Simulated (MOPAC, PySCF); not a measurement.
Dissociation curve of SMILES Cl[SiH3]. The Si1–Cl5 bond (Si1 also carries H, H, H; Cl5 carries nothing else) is stretched with both fragments frozen at the PBE0/def2-TZVP optimised geometry.

Methods: RHF/3-21G = PySCF 2.14.0 with restricted Hartree-Fock/3-21G; PM3, restricted, heats of formation (MOPAC); RKS-BLYP = restricted BLYP/def2-TZVP run with PySCF; RHF/def2-TZVP (PySCF).

Energies are in kJ/mol, each relative to the lowest point of its own curve near equilibrium.

| R / Å | RHF/3-21G | PM3 | RKS-BLYP | RHF |
|---|---|---|---|---|
| 1.56 | 739.5 | 256.6 | 524.1 | 527.7 |
| 1.66 | 433.7 | 146.3 | 283.5 | 281.2 |
| 1.74 | 270.0 | 85.6 | 161.0 | 156.3 |
| 1.84 | 136.3 | 37.2 | 67.6 | 62.2 |
| 1.92 | 70.2 | 15.2 | 26.2 | 22.0 |
| 1.98 | 38.0 | 5.7 | 9.0 | 6.4 |
| 2.05 | 14.5 | 0.4 | 0.0 | 0.0 |
| 2.12 | 2.8 | 0.0 | 0.0 | 3.2 |
| 2.20 | 0.0 | 4.6 | 7.9 | 15.3 |
| 2.27 | 4.4 | 12.8 | 19.6 | 31.2 |
| 2.41 | 26.1 | 41.2 | 51.4 | 72.1 |
| 2.56 | 60.6 | 87.3 | 91.4 | 122.6 |
| 2.78 | 120.7 | 170.1 | 151.6 | 198.9 |
| 3.08 | 205.3 | 278.4 | 225.9 | 295.3 |
| 3.39 | 285.9 | 365.6 | 288.0 | 380.0 |
| 3.74 | 363.8 | 435.4 | 340.6 | 457.5 |
| 4.09 | 427.3 | 483.5 | 377.9 | 518.8 |
| 4.56 | 492.5 | 526.1 | — | 581.6 |
| 5.08 | 543.3 | 556.3 | — | 631.7 |
| 5.53 | 574.0 | 574.4 | — | 663.1 |
| 6.22 | 605.4 | 594.4 | — | 696.8 |

At the longest distance, 6.22 Å, RHF lies highest above its minimum (696.8 kJ/mol) and PM3 lowest (594.4 kJ/mol).

Dashes: no converged value, or the column stops at the first point that the program doubted or that broke a chosen test of continuity, which isn't proof of a fault.

The restricted form behind RHF/3-21G, PM3, RKS-BLYP, RHF keeps the bonding electrons paired and can't separate into open-shell fragments.
